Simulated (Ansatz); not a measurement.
C2H6N, charge -1, singlet, at a GFN2-xTB geometry (a gas-phase anion, which may not be bound at this level); CCSD(T)/6-31G* (Ansatz, a quantum-chemistry and plane-wave program).

The Ansatz input:
Ansatz 0.2 input:
```yaml
crystal:
  periodic: [false, false, false]
  atoms:
    - {symbol: C, position_ang: [1.19119079, -0.38292669, 0.00717213]}
    - {symbol: C, position_ang: [-0.13122655, 0.52167957, 0.02064457]}
    - {symbol: N, position_ang: [-1.34791120, -0.10755068, 0.08388981]}
    - {symbol: H, position_ang: [2.09946740, 0.22915829, 0.01714482]}
    - {symbol: H, position_ang: [1.19406526, -1.03706791, 0.87919469]}
    - {symbol: H, position_ang: [1.20063277, -1.00631015, -0.88849714]}
    - {symbol: H, position_ang: [0.06822949, 1.23865150, -0.89692383]}
    - {symbol: H, position_ang: [-0.02730219, 1.17890666, 0.90869617]}
    - {symbol: H, position_ang: [-1.45949966, -0.68300083, -0.77374348]}
basis:
  gaussian:
    orbitals: 6-31G*
total_charge: -1
magnetization: {spin_polarized: false}
correlation: {method: ccsd_t, diis_vectors: 4}
```

Question: Predict the main parts of the log of this Ansatz run.

Answer: 
```
Functional definition: HF
618 factors; integrals over basis functions are off by at most 6.4e-4 eV
mean field evaluation 1: about -3632.1137 eV, gradient 2.9e1 eV
mean field evaluation 2: about -3632.1136 eV, gradient 2.9e1 eV
mean field evaluation 4: about -3634.1974 eV, gradient 3.3e0 eV
mean field evaluation 8: about -3634.2281 eV, gradient 4.7e-2 eV
mean field evaluation 16: about -3634.2293 eV, gradient 4.4e-1 eV
mean field -3634.22809998 eV, -133.5554193060 hartree, gradient 2.8e-6 eV, S^2 0.000000; 0 other end points of the search recorded, 0 dependent functions left out
3 core orbitals not correlated
reference -3634.22809998 eV, -133.5554193060 hartree; 10, 10 occupied and 44, 44 virtual orbitals, 618 factors
second order -11.86940107 eV of doubles, -0.00000000 eV of singles
cycle   1  -12.39510656 eV  change   -5.3e-1 eV  update   8.1e-2
cycle   2  -12.74288240 eV  change   -3.5e-1 eV  update   2.4e-2
cycle   3  -12.82380224 eV  change   -8.1e-2 eV  update   1.3e-2
cycle   4  -12.82680767 eV  change   -3.0e-3 eV  update   3.9e-3
cycle   5  -12.82603442 eV  change    7.7e-4 eV  update   2.3e-3
cycle   6  -12.82571469 eV  change    3.2e-4 eV  update   9.4e-4
cycle   7  -12.82519857 eV  change    5.2e-4 eV  update   3.7e-4
cycle   8  -12.82549188 eV  change   -2.9e-4 eV  update   1.6e-4
cycle   9  -12.82555773 eV  change   -6.6e-5 eV  update   6.1e-5
cycle  10  -12.82562596 eV  change   -6.8e-5 eV  update   2.9e-5
cycle  11  -12.82564859 eV  change   -2.3e-5 eV  update   1.2e-5
cycle  12  -12.82565695 eV  change   -8.4e-6 eV  update   6.2e-6
perturbative correction -0.36394514 eV, -0.0133747372 hartree
Total energy: -3647.41770207 eV, -134.0401282425 hartree
```
